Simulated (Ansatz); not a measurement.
Steps of a relaxation of Cl2H4O2Si2 (`O[Si](O)(Cl)[SiH2]Cl`) with RKS PBE0-D4/def2-TZVP.

```sh
$ ansatz run in.yaml --threads 2 --pin off --events-out ev --progress --plain --max-ram 22528MiB --backend cuda --devices 0, --max-vram 18GiB
```

```yaml
crystal:
  periodic: [false, false, false]
  atoms:
    - {symbol: O, position_ang: [-1.557055, -1.128664, 0.274539]}
    - {symbol: Si, position_ang: [-0.012201, -0.536664, 0.505203]}
    - {symbol: O, position_ang: [1.054682, -1.789310, 0.278115]}
    - {symbol: Cl, position_ang: [0.109863, 0.254814, 2.441701]}
    - {symbol: Si, position_ang: [0.540382, 1.177759, -0.985242]}
    - {symbol: Cl, position_ang: [-1.038326, 2.544799, -0.780714]}
    - {symbol: H, position_ang: [-2.283050, -0.545038, 0.559392]}
    - {symbol: H, position_ang: [0.860470, -2.611672, 0.764716]}
    - {symbol: H, position_ang: [0.579178, 0.716012, -2.414384]}
    - {symbol: H, position_ang: [1.829058, 1.866864, -0.640326]}
basis:
  gaussian: {orbitals: def2-TZVP}
hamiltonian: {xc: pbe0, dispersion: d4}
relax: {f_tol: 0.005, max_steps: 150}
```

Positions (Å) and forces (eV/Å) along the path, 13 of 13 steps:

```xyz
10
step=1 energy=-44949.6820 eV
O    -1.557   -1.129    0.275    0.506    0.782    0.373
Si   -0.012   -0.537    0.505   -0.233   -0.887    0.094
O     1.055   -1.789    0.278   -0.871    0.236    0.550
Cl    0.110    0.255    2.442   -0.046   -0.258   -0.537
Si    0.540    1.178   -0.985   -0.103    0.303   -0.144
Cl   -1.038    2.545   -0.781    0.425   -0.327   -0.073
H    -2.283   -0.545    0.559    0.528   -0.404   -0.184
H     0.860   -2.612    0.765    0.151    0.574   -0.348
H     0.579    0.716   -2.414   -0.035    0.113    0.329
H     1.829    1.867   -0.640   -0.321   -0.134   -0.060
10
step=2 energy=-44949.7427 eV
O    -1.542   -1.129    0.285    0.434    0.375    0.070
Si   -0.009   -0.541    0.488   -0.152   -0.730    0.030
O     1.041   -1.793    0.290   -0.471    0.343    0.151
Cl    0.106    0.226    2.403    0.012    0.008   -0.049
Si    0.537    1.180   -0.986   -0.024    0.108   -0.090
Cl   -1.010    2.544   -0.795    0.047   -0.057   -0.001
H    -2.256   -0.548    0.569    0.112   -0.134   -0.051
H     0.845   -2.597    0.786    0.071    0.146   -0.115
H     0.568    0.732   -2.404    0.025    0.016    0.073
H     1.802    1.876   -0.633   -0.054   -0.075   -0.019
10
step=3 energy=-44949.7544 eV
O    -1.526   -1.110    0.268    0.113    0.062    0.101
Si   -0.012   -0.535    0.513    0.024   -0.097   -0.303
O     1.034   -1.762    0.283   -0.099    0.072    0.094
Cl    0.102    0.228    2.420   -0.012    0.008    0.071
Si    0.528    1.169   -0.985    0.040   -0.058    0.098
Cl   -1.011    2.527   -0.797   -0.083    0.101   -0.008
H    -2.242   -0.549    0.571   -0.108   -0.013    0.004
H     0.845   -2.579    0.752    0.065   -0.098    0.000
H     0.570    0.715   -2.393    0.005   -0.027   -0.041
H     1.795    1.844   -0.628    0.056    0.049   -0.016
10
step=4 energy=-44949.7584 eV
O    -1.529   -1.120    0.278    0.055    0.092    0.038
Si   -0.015   -0.541    0.500    0.013   -0.072   -0.108
O     1.030   -1.771    0.284   -0.077    0.038    0.057
Cl    0.101    0.226    2.409    0.001    0.017    0.050
Si    0.531    1.177   -0.983   -0.001   -0.016    0.021
Cl   -1.008    2.544   -0.802   -0.006    0.013   -0.006
H    -2.246   -0.557    0.579   -0.057   -0.039   -0.009
H     0.846   -2.583    0.763    0.060   -0.039   -0.024
H     0.574    0.718   -2.391   -0.002   -0.003   -0.024
H     1.800    1.856   -0.633    0.014    0.009    0.005
10
step=5 energy=-44949.7592 eV
O    -1.527   -1.123    0.281    0.064    0.042    0.015
Si   -0.015   -0.540    0.506    0.003   -0.060   -0.057
O     1.035   -1.766    0.302    0.003    0.242   -0.098
Cl    0.091    0.246    2.409    0.002    0.003    0.036
Si    0.529    1.175   -0.980    0.013   -0.009    0.004
Cl   -1.000    2.552   -0.800   -0.012    0.008    0.002
H    -2.250   -0.565    0.574   -0.066   -0.013    0.006
H     0.851   -2.597    0.737   -0.023   -0.213    0.108
H     0.565    0.717   -2.389    0.001   -0.008   -0.021
H     1.803    1.849   -0.636    0.016    0.008    0.005
10
step=6 energy=-44949.7604 eV
O    -1.529   -1.123    0.284    0.011    0.057    0.008
Si   -0.018   -0.539    0.504   -0.002   -0.019    0.003
O     1.032   -1.761    0.297   -0.002    0.038   -0.023
Cl    0.089    0.240    2.412    0.003   -0.001   -0.003
Si    0.531    1.176   -0.982    0.002    0.006   -0.004
Cl   -0.997    2.556   -0.804    0.003   -0.003   -0.001
H    -2.256   -0.571    0.582   -0.023   -0.033   -0.005
H     0.857   -2.595    0.739    0.009   -0.038    0.021
H     0.568    0.717   -2.392    0.000   -0.003    0.000
H     1.806    1.849   -0.637   -0.001   -0.004    0.003
10
step=7 energy=-44949.7608 eV
O    -1.533   -1.121    0.284   -0.009    0.048    0.009
Si   -0.022   -0.538    0.503   -0.006    0.005    0.009
O     1.031   -1.757    0.292   -0.006   -0.061    0.020
Cl    0.087    0.238    2.413    0.001   -0.004   -0.007
Si    0.532    1.176   -0.982   -0.005    0.005   -0.004
Cl   -0.993    2.560   -0.809    0.007   -0.005   -0.002
H    -2.262   -0.578    0.590    0.001   -0.032   -0.008
H     0.864   -2.592    0.738    0.020    0.049   -0.022
H     0.571    0.714   -2.391    0.001    0.001    0.004
H     1.808    1.846   -0.635   -0.005   -0.006    0.001
10
step=8 energy=-44949.7615 eV
O    -1.540   -1.116    0.278   -0.004    0.004   -0.001
Si   -0.029   -0.536    0.500   -0.003   -0.009    0.008
O     1.026   -1.752    0.280    0.003   -0.001   -0.001
Cl    0.082    0.228    2.415    0.000   -0.001   -0.004
Si    0.532    1.177   -0.983   -0.001    0.006   -0.005
Cl   -0.982    2.573   -0.817    0.003   -0.003   -0.001
H    -2.274   -0.594    0.608   -0.002   -0.001    0.002
H     0.884   -2.580    0.745    0.003    0.002    0.002
H     0.572    0.711   -2.391    0.000    0.003    0.001
H     1.812    1.837   -0.632    0.002    0.000    0.000
10
step=9 energy=-44949.7616 eV
O    -1.543   -1.115    0.275   -0.006    0.001    0.001
Si   -0.031   -0.537    0.498   -0.001    0.003    0.001
O     1.024   -1.752    0.276    0.003   -0.002    0.000
Cl    0.080    0.225    2.413   -0.001   -0.001   -0.002
Si    0.532    1.177   -0.984    0.000    0.002   -0.002
Cl   -0.979    2.577   -0.816    0.001   -0.001    0.000
H    -2.276   -0.597    0.613    0.002   -0.001    0.000
H     0.891   -2.575    0.752    0.002   -0.001    0.001
H     0.571    0.713   -2.392    0.000    0.002    0.000
H     1.814    1.833   -0.633    0.001   -0.001    0.000
10
step=10 energy=-44949.7616 eV rejected
O    -1.545   -1.115    0.275   -0.001   -0.001   -0.006
Si   -0.033   -0.537    0.495   -0.004   -0.010    0.005
O     1.023   -1.752    0.275   -0.001   -0.003    0.000
Cl    0.077    0.223    2.411    0.003    0.005    0.002
Si    0.531    1.177   -0.986    0.000   -0.003    0.004
Cl   -0.976    2.580   -0.815    0.003    0.000    0.000
H    -2.278   -0.600    0.618    0.003    0.000    0.000
H     0.898   -2.572    0.758    0.000    0.007   -0.003
H     0.571    0.718   -2.396    0.000   -0.001    0.001
H     1.816    1.827   -0.631   -0.001    0.004   -0.002
10
step=11 energy=-44949.7616 eV
O    -1.544   -1.115    0.275    0.002    0.000    0.001
Si   -0.033   -0.537    0.496    0.002    0.002   -0.002
O     1.023   -1.752    0.275   -0.003   -0.001    0.003
Cl    0.079    0.225    2.412   -0.001   -0.002    0.000
Si    0.532    1.177   -0.984    0.000    0.002   -0.004
Cl   -0.977    2.578   -0.816   -0.002    0.001    0.001
H    -2.277   -0.599    0.615    0.000    0.001    0.001
H     0.895   -2.574    0.755    0.001    0.002   -0.001
H     0.571    0.716   -2.394    0.000   -0.001    0.000
H     1.814    1.832   -0.632    0.001   -0.002    0.001
10
step=12 energy=-44949.7616 eV rejected
O    -1.546   -1.115    0.273    0.002   -0.002    0.000
Si   -0.034   -0.537    0.495    0.003    0.002   -0.005
O     1.023   -1.752    0.274   -0.003   -0.001    0.003
Cl    0.077    0.224    2.411   -0.001    0.000    0.001
Si    0.531    1.177   -0.986    0.001   -0.006    0.010
Cl   -0.975    2.580   -0.813    0.000    0.001   -0.004
H    -2.278   -0.600    0.617    0.000    0.001    0.000
H     0.899   -2.571    0.758    0.000    0.002   -0.002
H     0.571    0.716   -2.395   -0.002    0.004   -0.002
H     1.815    1.828   -0.632   -0.001    0.001   -0.002
10
step=13 energy=-44949.7616 eV
O    -1.545   -1.115    0.274    0.000   -0.001   -0.001
Si   -0.033   -0.537    0.496   -0.001   -0.002    0.001
O     1.023   -1.752    0.275   -0.001    0.002   -0.001
Cl    0.078    0.223    2.412    0.001    0.001    0.000
Si    0.531    1.177   -0.985    0.001    0.001    0.000
Cl   -0.976    2.579   -0.816    0.000   -0.001    0.001
H    -2.277   -0.599    0.617    0.000    0.000    0.000
H     0.896   -2.573    0.757    0.000    0.000    0.000
H     0.570    0.716   -2.394    0.000   -0.001    0.000
H     1.815    1.830   -0.632    0.000    0.000    0.000
```

Hardware: 2 threads of an AMD EPYC 7R13 on a shared host and a share of an NVIDIA H100 80 GB. Wall time 24 s, peak host memory 0.92 GiB.
